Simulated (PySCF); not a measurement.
Energy landscape of F2Mg, singlet: map of symmetric stretch and bend. Scanned: Mg-F bond length and F-Mg-F angle.

Level of theory: B3LYP/cc-pVDZ (PySCF).

Energy in kcal/mol above the lowest grid point; x is the Mg-F bond length (Å), y the F-Mg-F angle (°).

| y \ x | 1.49 | 1.58 | 1.66 | 1.75 | 1.84 | 1.93 | 2.01 | 2.10 | 2.19 | 2.28 | 2.36 |
|---|---|---|---|---|---|---|---|---|---|---|---|
| 180 | 58.0 | 21.0 | 5.2 | 0.0 | 3.5 | 12.6 | 23.7 | 38.3 | 54.0 | 70.2 | 84.6 |
| 171.36 | 58.3 | 21.3 | 5.5 | 0.2 | 3.7 | 12.8 | 23.9 | 38.5 | 54.2 | 70.4 | 84.8 |
| 162.73 | 59.1 | 22.1 | 6.2 | 0.9 | 4.4 | 13.5 | 24.6 | 39.1 | 54.8 | 71.0 | 85.4 |
| 154.09 | 60.6 | 23.5 | 7.5 | 2.2 | 5.6 | 14.7 | 25.7 | 40.2 | 55.8 | 72.0 | 86.3 |
| 145.45 | 62.8 | 25.6 | 9.6 | 4.2 | 7.5 | 16.5 | 27.4 | 41.8 | 57.4 | 73.4 | 87.6 |
| 136.82 | 65.7 | 28.4 | 12.3 | 6.8 | 10.1 | 18.9 | 29.7 | 44.0 | 59.4 | 75.3 | 89.4 |
| 128.18 | 69.5 | 32.1 | 15.9 | 10.2 | 13.3 | 21.9 | 32.6 | 46.7 | 62.0 | 77.7 | 91.7 |
| 119.55 | 74.3 | 36.8 | 20.4 | 14.5 | 17.3 | 25.8 | 36.3 | 50.1 | 65.2 | 80.7 | 94.4 |
| 110.91 | 80.7 | 42.7 | 26.1 | 19.8 | 22.3 | 30.4 | 40.6 | 54.2 | 68.9 | 84.1 | 97.6 |
| 102.27 | 89.0 | 50.4 | 33.1 | 26.4 | 28.4 | 36.1 | 45.9 | 59.1 | 73.5 | 88.3 | 101.5 |
| 93.64 | 100.6 | 60.5 | 42.3 | 34.6 | 35.9 | 43.0 | 52.3 | 65.0 | 78.9 | 93.4 | 106.2 |
| 85 | 117.8 | 74.9 | 54.8 | 45.6 | 45.7 | 51.8 | 60.4 | 72.4 | 85.6 | 99.5 | 111.8 |

Points that lie below all their neighbours on the grid: x = 1.75, y = 180 on the edge of the grid (0.0 kcal/mol).
